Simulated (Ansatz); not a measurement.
Question: Predict a relaxed structure of Cs₃H₄⁻, charge -1, singlet, at PBE-D4/def2-TZVPD (Ansatz).

Answer: 
Cartesian coordinates in Å:
```
Cs -1.085 0.960 2.011
Cs -0.896 0.554 -2.245
Cs 2.275 -0.965 0.193
H 0.787 -1.119 2.640
H 0.812 1.522 -0.110
H -2.895 0.640 -0.190
H 1.003 -1.593 -2.299
```
Point group C3v (tolerance 0.1 Å). This is one stationary point.

In the def2 sets Cs takes a core potential; there is no spin–orbit coupling. The highest occupied level of the charge -1 singlet lies above zero (up to 0.01 eV). By energy differences its removal costs 2.44 eV (vertical, to the charge 0 doublet, at PBE0-D4/def2-TZVPD). The structure comes from a short search, and lower isomers may exist.
